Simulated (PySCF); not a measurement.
# Working out the ionisation energy of F²⁺

F²⁺ [He] 2s2 2p3 (4S) → F³⁺ [He] 2s2 2p2 (3P). Computed with PySCF 2.14 in dyall-acv3z (15s9p4d2f, 76 functions), with the spin-free X2C one-electron Hamiltonian (Gaussian nucleus). Frozen: nothing; the 5 highest virtual orbitals dropped. Energies in hartree (1 hartree = 27.21139 eV):

```tsv
part	F²⁺ (lower)	F³⁺ (upper)
UHF	-97.701943	-95.414326
MP2 opposite-spin	-0.123145	-0.117179
MP2 same-spin	-0.036568	-0.019394
```

What does Hartree-Fock give?

(-95.414326) − (-97.701943) = 2.287617 hartree = 62.249 eV.

What do MP2 and SCS-MP2 (6/5 opposite-spin, 1/3 same-spin) give?

The opposite-spin parts differ by 0.162 eV and the same-spin parts by 0.467 eV. MP2: 62.249 + (0.162) + (0.467) = 62.878 eV. SCS-MP2: 62.249 + 1.2 × (0.162) + (0.467)/3 = 62.599 eV.

A first-order spin-orbit estimate adds -0.054 eV to MP2 (valence and next inner shell), giving 62.824 eV against 62.708 eV (semi-empirical (NIST evaluation); NIST Atomic Spectra Database, ionization energies).

What remains against the reference includes basis incompleteness and correlation beyond second order.
